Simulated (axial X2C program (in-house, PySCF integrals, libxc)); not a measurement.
## AuSi⁺: from Re and ωe to a spectrum

A bond curve at the PBE0 level, with spin–orbit coupling, was computed with an axial X2C code built on PySCF integrals (basis Au dyall-cv3z [13s14p9d6f4g], Si dyall-v3z [8s7p2d1f] (cores contracted in-house)) for the state Ω = 0 (closed shell). Its fit gives Re = 2.1959 Å, ωe = 429.6 cm⁻¹, ωexe = 1.43 cm⁻¹ and αe = 6.454e-04 cm⁻¹; the masses are 196.9666 and 27.9769 u. Two-component means X2C with spin–orbit coupling and atomic mean-field Coulomb and Gaunt terms.

(1) Find the reduced mass, Be and the force constant.

(2) Estimate the centrifugal constant by the Kratzer relation.

(3) Estimate De from a Morse curve and compare with the computed well depth of 3.893 eV to Au + Si+.

(4) Give B0, the J = 1←0 line in GHz and the most populated J at 300 K (kT = 208.5 cm⁻¹).

(5) A Morse curve ties αe to the other constants (Pekeris). How well does that hold?

One determinant describes the state; a PBE0 search over occupations chose it and may have missed a lower one. Dissociation energies refer to the lowest single-determinant-based atoms at the same level and basis. A 2c atom that is not at its ground J level misses part of its spin–orbit lowering, and De is too large by that part (0.04 eV or less for light atoms). This holds for PBE0. The functionals have no current-density term, which raises determinants with orbital currents, atoms included.

Results:

(1) From the PBE0 values: μ = 24.4973 u. Be = 16.8576/(μ Re²) = 0.1427 cm⁻¹. k = 5.8918×10⁻⁷ μ ωe² = 2.66 mdyn/Å.

(2) D = 4Be³/ωe² = 6.30e-08 cm⁻¹.

(3) De(Morse) = ωe²/(4ωexe) = 4.000 eV against 3.893 eV computed, a ratio of 1.03. For De the Morse form works well here.

(4) B0 = Be − αe/2 = 0.1424 cm⁻¹; 2B0 = 8.537 GHz; J(max) ≈ √(kT/2B0) − 1/2 = 26.6, so J = 27.

(5) αe(Morse) = 6Be²/ωe × (√(ωexe/Be) − 1) = 6.160e-04 cm⁻¹; the PBE0 curve gives 6.454e-04 cm⁻¹, a ratio of 0.95.
